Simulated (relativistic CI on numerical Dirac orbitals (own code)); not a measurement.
One change at a time: Pb15+

Base calculation: Dirac-Coulomb-Breit CI, separate exchange-only KLI orbitals for each configuration, QED by a radiative potential, unscaled Slater integrals.

Configurations in the expansion (outside the closed core [Kr] 4d10): 4f¹⁴5s²5p⁵, 4f¹⁴5s5p⁶, 4f¹⁴5s²5p⁴5d, 4f¹³5s²5p⁶, 4f¹⁴5s5p⁵5d, 4f¹⁴5s²5p⁴5f, 4f¹⁴5s²5p⁴5g, 4f¹⁴5s5p⁵5f, 4f¹⁴5s²5p⁴6s, 4f¹³5s²5p⁵5d, 4f¹⁴5p⁶5d, 4f¹⁴5s²5p⁴6p, 4f¹⁴5s5p⁴5d², 4f¹⁴5s5p⁵5g, 4f¹⁴5s²5p³5d5f, 4f¹⁴5p⁶6s, 4f¹⁴5s²5p⁴6d, 4f¹⁴5s5p⁵6s, 4f¹³5s²5p⁵6s, 4f¹⁴5s5p⁴5d6s, 4f¹⁴5p⁶5f, 4f¹⁴5s²5p³5d², 4f¹⁴5s²5p²5d³, 4f¹⁴5s5p³5d³, 4f¹⁴5s²5p²5d²5f, 4f¹⁴5s²5p²5d²5g, 4f¹⁴5p⁵5d², 4f¹⁴5p⁴5d³, 4f¹³5p⁶5d², 4f¹⁴5p⁴5d²5f, 4f¹⁴5p⁴5d²5g, 4f¹⁴5s²5p³5d6s, 4f¹⁴5s²5p²5d²6s, 4f¹⁴5s5p³5d²6s, 4f¹⁴5s²5p²5d5f6s, 4f¹⁴5s²5p²5d5g6s, 4f¹⁴5s²5p³6s², 4f¹⁴5s²5p²5d6s², 4f¹⁴5s5p³5d6s², 4f¹⁴5s²5p²5f6s², 4f¹⁴5s²5p²5g6s². Double excitations out of closed p, d and f shells are left out; levels of such configurations are missing from the list, as are those of other unlisted configurations, and high levels can miss mixing partners. Some configurations lack a partner that the ground configuration has and come out too high, among them 4f¹⁴5s5p⁵5f, 4f¹³5s²5p⁵5d, 4f¹⁴5s²5p⁴6p, 4f¹⁴5s5p⁵5g, 4f¹⁴5s²5p⁴6d.

The lowest level and the first level of each name with at least 55 % of one term (blank where a level has no safe partner in the second run):

| Level | Base (cm⁻¹) | Shift (cm⁻¹) |
| --- | --- | --- |
| 4f¹⁴5s²5p⁵ ²P°3/2 | 0 | 0 |
| 4f¹⁴5s²5p⁵ ²P°1/2 | 218649 | +2458 |
| 4f¹⁴5s²5p⁴5d ⁴F9/2 | 579993 | -2049 |
| 4f¹⁴5s²5p⁴5d ²D3/2 | 583477 | -215 |
| 4f¹³5s²5p⁶ ²F°7/2 | 681372 |  |
| 4f¹³5s²5p⁶ ²F°5/2 | 721131 |  |
| 4f¹⁴5s²5p⁴5d ⁴D1/2 | 735832 | +543 |
| 4f¹⁴5s²5p⁴5d ²G7/2 | 775590 | +1883 |
| 4f¹⁴5s²5p⁴5d ²G9/2 | 808289 | +1366 |
| 4f¹⁴5s²5p⁴6s ⁴P5/2 | 1077046 |  |
| 4f¹⁴5s²5p⁴6s ²P3/2 | 1086808 |  |
| 4f¹⁴5s²5p⁴6s ²S1/2 | 1114479 |  |

At this charge transitions that keep the count of f electrons are usually good to a few per cent. Levels and lines within the n = 5 or 6 shells can be off by up to 10 % or somewhat more, and those that change n by about 2 %, since core polarisation is missing. Levels that differ in their count of f electrons can be misplaced by several ten thousand cm⁻¹, since the correlation energy of f electrons is missing or only estimated; rates across such gaps can be off by orders of magnitude.

(1) One thing was changed in a second run, which moved the levels as shown. Which?
A. QED terms removed
B. Breit term removed
C. only the first 3 configurations

Answers

(1) C. Only the first 3 configurations. With fewer configurations the levels that remain lose their mixing partners.

LS names give the leading component of a level, which can be under half, so a name can repeat, a term be missing and a line seem to break the LS rules.
